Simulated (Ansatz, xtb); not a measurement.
**A geometry optimisation of FH6PSi2 with r2SCAN-D4/def2-SVP**

The starting geometry of this gas-phase singlet has its atoms placed at random.

```xyz
10

F     0.3331   -1.2333   -0.4967
P     0.3299   -1.0695    1.4771
Si   -0.8700    0.2197   -0.1535
Si    2.1469   -0.1333    0.7740
H    -1.7918    1.1477   -0.9678
H     1.5237   -1.3842   -0.5452
H     0.3862    0.6523   -1.2396
H     1.0357    1.1603    1.7932
H    -1.0257    0.9234   -1.6516
H    -0.9238    1.3766    0.6715
```

Q: Guess where an optimisation with r2SCAN-D4/def2-SVP ends from this start.

A: It falls apart into H3PSi2 + FH + H2. Distances that change by over a tenth: F1–P2 (1.98 → 3.32 Å), F1–Si3 (1.92 → 3.58 Å), Si3–H7 (1.72 → 1.49 Å). Contacts that open: Si3–H5 (1.54 → 4.26 Å), Si3–H9 (1.66 → 3.71 Å). Contacts that close: F1–H6 (1.20 → 0.94 Å), Si3–Si4 (3.18 → 2.22 Å), Si4–H8 (1.99 → 1.49 Å), H5–H9 (1.05 → 0.76 Å).

The energy falls by 10.08 eV over 50 steps:

```json
{"step": "1", "E − E(last) (eV)": "10.084"}
{"step": "6", "E − E(last) (eV)": "2.635"}
{"step": "12", "E − E(last) (eV)": "1.053"}
{"step": "17", "E − E(last) (eV)": "0.616"}
{"step": "23", "E − E(last) (eV)": "0.118"}
{"step": "28", "E − E(last) (eV)": "0.067"}
{"step": "34", "E − E(last) (eV)": "0.023"}
{"step": "39", "E − E(last) (eV)": "0.002"}
{"step": "45", "E − E(last) (eV)": "0.001"}
{"step": "50", "E − E(last) (eV)": "0.000"}
```

Final geometry (Å):

```yaml
atoms:
  - { symbol: F, position_ang: [2.5010, -1.6640, -0.1661] }
  - { symbol: P, position_ang: [0.0018, -1.1253, 1.9454] }
  - { symbol: Si, position_ang: [-0.3863, 0.3996, 0.2784] }
  - { symbol: Si, position_ang: [1.5808, 0.0887, 1.2580] }
  - { symbol: H, position_ang: [-2.9505, 2.3496, -2.5115] }
  - { symbol: H, position_ang: [1.7501, -2.1011, 0.2047] }
  - { symbol: H, position_ang: [-0.6337, -0.0739, -1.1169] }
  - { symbol: H, position_ang: [2.9702, 0.4206, 1.6707] }
  - { symbol: H, position_ang: [-2.4624, 1.7703, -2.4770] }
  - { symbol: H, position_ang: [-1.2270, 1.5950, 0.5756] }
```

From the same start GFN2-xTB ends elsewhere, in pieces: FH4PSi2 + H2.

From so rough a start the end depends on the optimiser's path, so another program may land elsewhere. The end wasn't checked by frequencies. Run with Ansatz 0.2.0, 2.1 min on 2 threads of Intel(R) Xeon(R) Platinum 8259CL CPU @ 2.50GHz (Skylake/Cascade Lake) (shared host).
